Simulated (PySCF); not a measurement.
GeF3Br, SMILES [F][Ge]([F])([F])[Br]. Heavy atoms are numbered as in [F:1][Ge:2]([F:3])([F:4])[Br:5].

The structure is a stationary point at B3LYP-D3(BJ)/def2-SVP.

The numbers are results of PBE/pcSseg-1 in PySCF, not measurements.

GIAO shieldings, no solvent; atoms alike by connectivity are averaged. δ = σ(ref) − σ: ¹⁹F against CFCl3 (σ = 133.6 ppm); ⁷³Ge against GeH4 (σ = 1614.4 ppm), references at their B3LYP-D3(BJ)/def2-TZVP geometries, non-relativistic (without spin–orbit terms, shifts of atoms bonded to Cl or Br come out too high).

### Question
Estimate the chemical shifts. (Estimate from the structure and the level; the computed values follow.)

### Answer

```tsv
nucleus	atoms	count	δ (ppm)
¹⁹F	F1	3	-118.7
⁷³Ge	Ge2	1	321.4
```
